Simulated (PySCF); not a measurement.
B(AsH2)2(H) (As2BH5), SMILES [AsH2]B[AsH2].

Geometry: B3LYP-D3(BJ)/def2-SVP. The structure was generated by enumeration, and PubChem lists no compound with its InChIKey, so it may never have been made.

Method: TDA-LC-ωPBE/def2-SVPD run with PySCF 2.14.0.

Vertical excitations. Isolated molecule, no solvent. State labels are in the subgroup C2.

```
state  symmetry  energy (eV)  λ (nm)      f                                                                  main pairs
-----  --------  -----------  ------  -----  --------------------------------------------------------------------------
S1            A         4.50     275  0.014                                                              HOMO→LUMO 87 %
S2            B         5.07     245  0.176                                          HOMO−1→LUMO 81 %, HOMO−2→LUMO 13 %
S3            B         5.92     209  0.072                                          HOMO−2→LUMO 79 %, HOMO−1→LUMO 13 %
S4            A         6.75     184  0.049                                          HOMO−3→LUMO 58 %, HOMO→LUMO+2 25 %
S5            B         6.80     182  0.007      HOMO−1→LUMO+2 40 %, HOMO→LUMO+3 26 %, HOMO→LUMO+5 9 %, HOMO→LUMO+1 8 %
S6            A         6.82     182  0.016                      HOMO→LUMO+2 40 %, HOMO−3→LUMO 19 %, HOMO−1→LUMO+3 16 %
S7            A         6.94     179  0.001                                                          HOMO−1→LUMO+1 69 %
S8            B         6.94     179  0.128                                                            HOMO→LUMO+1 69 %
S9            B         7.69     161  0.651  HOMO→LUMO+3 44 %, HOMO−1→LUMO+2 18 %, HOMO−1→LUMO+7 13 %, HOMO→LUMO+6 11 %
S10           A         7.71     161  0.062                                        HOMO−1→LUMO+3 61 %, HOMO→LUMO+2 11 %
T1            A         3.48     356      0                                                              HOMO→LUMO 93 %
T2            B         4.04     307      0                                                            HOMO−1→LUMO 84 %
T3            B         5.21     238      0                                                            HOMO−2→LUMO 79 %
T4            A         5.74     216      0                                                            HOMO−3→LUMO 75 %
```
Triplets are in the Tamm–Dancoff approximation.
